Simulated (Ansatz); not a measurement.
Compare A (`CC[S][SnH3]`) with its isomer B (`C[S][SnH2][CH3]`).

Calculated with Ansatz (gas phase, PBE0-D4/def2-TZVP geometries, no zero-point term in ΔE). CCSD(T)/CBS is the MP2 limit (def2-TZVPP, def2-QZVPP) plus CCSD(T) − MP2 in def2-TZVPP, frozen cores. Functionals use def2-TZVPP. B3LYP here is the variant with VWN-RPA as its local correlation; programs differ in this. Elements past krypton have def2 core potentials. For Sn outer-core shells are correlated without core-valence functions, which leaves a few kJ/mol of doubt a bond. Each species was taken in one conformer, which may not be the lowest.

(1) Which isomer does CCSD(T)/CBS put lower? Give the gap. (Estimate.)

(2) Give E(B) − E(A) in kcal/mol with B2PLYP, MP2/def2-TZVPP, CCSD/def2-TZVPP, HF/def2-TZVPP, B3LYP-D4, PBE0-D4, ωB97M-V. (Best estimate.)

Largest T1 diagnostic: 0.012.

Answers

(1) The calculation gave: B, by 7.0 kcal/mol.

(2) Ansatz gave: B2PLYP -6.5, MP2/def2-TZVPP -7.0, CCSD/def2-TZVPP -6.0, HF/def2-TZVPP -5.3, B3LYP-D4 -5.8, PBE0-D4 -5.4, ωB97M-V -5.7. None reverses the order clearly.

In def2-TZVPP, CCSD(T) changes the Hartree–Fock value by −0.8 kcal/mol (the triples alone add −0.1 kcal/mol) and MP2 by −1.7 kcal/mol.
